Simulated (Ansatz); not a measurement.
Li8F8 (started as a model of: 1x4x4 LiF rock-salt block). Total charge 0; singlet. Geometry PBE0-D4/def2-SVP, basis def2-TZVP, Ansatz.

```xyz
16

Li    1.1916   -3.2177   -1.0534
F    -0.3668   -2.5828   -1.3511
Li   -1.9330   -1.9060   -0.7816
F    -3.3468   -0.9812   -1.0357
F     2.0445   -1.9066   -0.3681
Li    0.4039   -1.0132   -0.6226
F    -1.1190   -0.6256    0.3275
Li   -2.7127    0.3114   -0.1163
Li    2.7118   -0.3118    0.1192
F     1.1234    0.6289   -0.3360
Li   -0.4013    1.0165    0.6116
F    -2.0454    1.9068    0.3695
F     3.3433    0.9785    1.0434
Li    1.9336    1.9071    0.7805
F     0.3672    2.5816    1.3493
Li   -1.1944    3.2141    1.0639
```

| run | HOMO (eV) | LUMO (eV) |
| --- | --- | --- |
| A | -11.52 | 0.55 |
| B | -10.23 | -0.24 |
| C | -7.10 | -1.01 |
| D | -6.64 | -1.19 |
| E | -7.02 | -0.52 |
| F | -7.76 | -0.39 |

LC-ωPBE has ω = 0.4 bohr⁻¹.

Question: The runs used B97M-V, CAM-B3LYP, LC-ωPBE, PBE, r2SCAN, r2SCANh. Estimate which is which.

Answer: A LC-ωPBE (range-separated); B CAM-B3LYP (range-separated); C B97M-V (0 % exact exchange); D PBE (0 % exact exchange); E r2SCAN (0 % exact exchange); F r2SCANh (10 % exact exchange). Exact exchange lowers occupied and raises empty levels; among semilocal functionals meta-GGAs tend to open the gap a little, and such runs are hard to tell apart. The gap grows from 5.45 eV (PBE) to 12.07 eV (LC-ωPBE).
